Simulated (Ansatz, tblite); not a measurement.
Cost and result up the ladder for Zn6S5Cl2, a halide-capped cluster cut from wurtzite ZnS (2 Cl on the cations) (13 atoms). Charge 0, multiplicity 1. Geometry: PBE-D4/def2-SVP.

Cartesian coordinates in Å:
```
Zn 1.0653 -0.1557 2.2358
S -0.0528 -0.9699 0.3007
S -3.2277 0.9145 1.5898
Zn -2.4531 -0.0673 -0.2630
Zn 1.5035 -1.3344 -1.4630
S -2.7564 -0.3897 -2.4541
S 0.9486 2.2196 1.7586
Zn -1.2279 1.6614 1.7890
Zn 0.8296 1.1943 -0.2858
S 1.4382 0.8688 -2.4701
Zn -0.7153 0.2445 -2.6260
Cl 1.9749 -1.1540 3.8832
Cl 2.6733 -3.0321 -1.9950
```

Ansatz on 2 threads of AMD EPYC 7R13 on a shared host and a share (18 GiB) of an NVIDIA H100 80GB HBM3; xTB runs through tblite on one thread. Times are rough, summed over both states, and most runs start from the orbitals of an earlier one. CAM-B3LYP-D4/def2-TZVP serves as the yardstick here, not as an exact answer. The other state is a doublet.

The xTB rows come from tblite. Single mean-field runs in def2-TZVP are fitted with def2-universal-jkfit.

Run but left out: PBE-D4/def2-TZVP (charge +1 doublet: an occupied level 0.04 eV above an empty one).

Raw xTB energies of ions are shifted by several eV.

```csv
level,functions,wall time,vertical IE (eV),difference from CAM-B3LYP-D4/def2-TZVP (eV)
GFN1-xTB,87,0.076 s,12.78,3.60
GFN2-xTB,87,0.1 s,13.99,4.82
PBE0-D4/def2-TZVP,547,32 s,8.93,-0.25
CAM-B3LYP-D4/def2-TZVP (with forces),547,59 s,9.17,0.00
```
